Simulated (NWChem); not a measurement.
Molecule: ZnBrF; SMILES [F][Zn][Br]

```xyz
3

Zn    -0.2153     0.7148     0.0000
F     -0.5486     2.4215     0.0000
Br     0.2101    -1.4638     0.0000
```
Atoms are numbered in this order, from 1.

All runs: NWChem. Coordinates come from a PBE0/def2-SVP optimisation. GIAO values for the isolated, static molecule; σ is the absolute isotropic shielding, δ = σ(reference) − σ with the isolated reference molecule computed at the same levels (19F: trichlorofluoromethane). Spin-orbit effects, on the heavy nuclei and on their neighbours, are missing.

For level PBE0/pcSseg-1:

```yaml
"σ Zn1 (ppm)": 1749.3
"δ F2 (ppm)": -221.9
"σ Br3 (ppm)": 2980.8
```

**Question.** Estimate the same quantities for level LDA (Slater exchange, VWN5)/pcSseg-1.

**Answer.** 
| Quantity | Result |
|---|---|
| σ Zn1 (ppm) | 1670.6 |
| δ F2 (ppm) | -206.5 |
| σ Br3 (ppm) | 2839.7 |
